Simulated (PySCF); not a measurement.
Vertical excitations of a molecule C2H11NSi2 from TDA-LC-ωPBE/def2-SVPD (PySCF), as energy in eV (oscillator strength): 6.67 (0.001), 7.26 (0.021), 7.68 (0.038), 7.95 (0.021), 8.16 (0.044), 8.43 (0.030), 8.55 (0.071), 8.73 (0.022), 8.83 (0.042), 8.90 (0.069). Lowest triplet (TDA): 6.30 eV. Coordinates come from a PBE0-D3(BJ)/def2-SVP optimisation. One conformer was computed; it need not be the lowest.

Question: Which structure fits?
(A) C[SiH2]CN[SiH3]
(B) C[SiH2]N(C)[SiH3]
(C) CC(N)([SiH3])[SiH3]
(D) CCN[SiH2][SiH3]

Answer: B, C[SiH2]N(C)[SiH3]
